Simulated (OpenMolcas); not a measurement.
Zr2+: effect of the level shift or regulariser

```yaml
Program: OpenMolcas 26.06
Basis: ANO-RCC-VDZP [6s5p3d1f]
Scalar_Hamiltonian: DKH2, point nucleus
Active_space: 2 electrons in 6 orbitals (4d 5s)
State_averaging: 2S+1 = 3 even, 15 roots; 2S+1 = 1 even, 21 roots kept (CI in the orbitals of an earlier block)
Spin-orbit_coupling: state interaction with AMFI integrals over the reference wave functions, term energies averaged over their components
```

Methods on the same reference wave functions:
A. CASSCF
B. MS-CASPT2, IPEA 0.25 Eh, imaginary shift 0.1 Eh (closed shells correlated: 4s 4p)
C. MS-CASPT2, IPEA 0.25 Eh, real shift 0.2 Eh (closed shells correlated: 4s 4p)

Energies in eV above 4d² ³F₂, the measured ground level; measured values from Moore, Atomic Energy Levels, vol. II, NSRDS-NBS 35 (1971 reprint of NBS Circular 467, 1952); NIST levels as listed in Rynkun, Gaigalas and Jonsson, Astron. Astrophys. 637, A10 (2020).

| Level | A | B | C | Measured |
| --- | --- | --- | --- | --- |
| 4d² ³F₂ | 0.0000 | 0.0000 | 0.0000 | 0.0000 |
| 4d² ³F₃ | 0.0891 | 0.0915 | 0.0914 | 0.0844 |
| 4d² ³F₄ | 0.1961 | 0.1981 | 0.1980 | 0.1843 |
| 4d² ¹D₂ | 0.8872 | 0.678 | 0.682 | 0.7119 |
| 4d² ³P₀ | 1.2490 | 1.036 | 1.038 | 0.9996 |
| 4d² ³P₁ | 1.2830 | 1.072 | 1.074 | 1.0322 |
| 4d² ³P₂ | 1.3497 | 1.139 | 1.141 | 1.0958 |
| 4d² ¹G₄ | 1.6983 | 1.470 | 1.473 | 1.3699 |
| 4d 5s ³D₁ | 2.3688 | 2.179 | 2.182 | 2.2812 |
| 4d 5s ³D₂ | 2.4200 | 2.229 | 2.232 | 2.3312 |
| 4d 5s ³D₃ | 2.5049 | 2.315 | 2.318 |  |
| 4d 5s ¹D₂ | 3.5746 | 3.083 | 3.098 | 3.1078 |
| 4d² ¹S₀ | 3.7342 | 2.916 | 2.937 | 2.9730 |
| 5s² ¹S₀ | 6.9759 | 6.024 | 6.046 | 6.0141 |

Deviations, from unrounded energies. A percentage is the sum of absolute deviations over the sum of measured energies, with the sign that they share, or ± where signs differ.

| Against measurement | Levels | A | B | C |
| --- | --- | --- | --- | --- |
| mean absolute deviation (cm-1) | 12 | 2400 | 380 | 370 |
| fine structure of the ground term (%) | 2 | +6.1 | +7.7 | +7.7 |
| other terms of the ground configuration (%) | 6 | +24.7 | ±3.8 | ±3.6 |
| other configurations (%) | 4 | +11.7 | ±1.8 | ±1.8 |

B, C lie about equally close to measurement and A furthest from it. The largest miss of C in the table is 4d² ¹G₄, by +830 cm-1. The ranking rests on the paired levels alone, and a cruder setting can come out closer through cancelling errors.

Between B and C the level of the table that moves most is 5s² ¹S₀, by 180 cm-1 (lowest in B, highest in C). Moves below CASPT2's spread within the term are not significant.

The mean deviations of B to C differ by less than CASPT2's widest spread within a term (620 cm-1), so their order carries little weight.

From A to B the spin-free energies of the other terms of 4d² shown, above ³F, scale by factors of 0.72 to 0.85, as is usual when dynamic correlation screens the repulsion within a d or f shell.

The lowest spin-free term lies below A's lowest term by 0.186 hartree in B, 0.185 hartree in C.

CASPT2 does not keep the components of a term degenerate, so their means are used; among the terms shown or strongly mixed into the levels shown the widest spread is 620 cm-1 (4d² ¹G, B). Terms from blocks run as CI alone lack orbitals of their own. A single d shell beside an s shell can misplace configurations of different d count against each other. Without dynamic correlation excited terms often stand tens of per cent too high (terms of higher spin than the ground term too low), and those without a measured partner can miss by more than the paired ones (holds for A). Computed and measured levels are paired by configuration, term and J; levels that our copy of the source lacks, or whose pairing is in doubt (as where it misses far off the trend of its configuration), stay unpaired and out of the deviations. Levels of configurations outside the active space are missing.
